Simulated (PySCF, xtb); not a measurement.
C4H4O3, SMILES C=C1OCOC1=O.

GFN2-xTB (xtb) at its own geometry gives an orbital gap of 3.53 eV and a dipole moment of 3.25 D.

The structure is a stationary point at TPSSh-D3(BJ)/def2-SVP. One conformer was computed; it need not be the lowest.

Question: What does B3LYP/def2-TZVP in PySCF give? (The exact figures need the calculation; the answer reports its results.)

Answer: gap 5.40 eV (levels -7.17 and -1.77 eV), dipole 3.16 D.
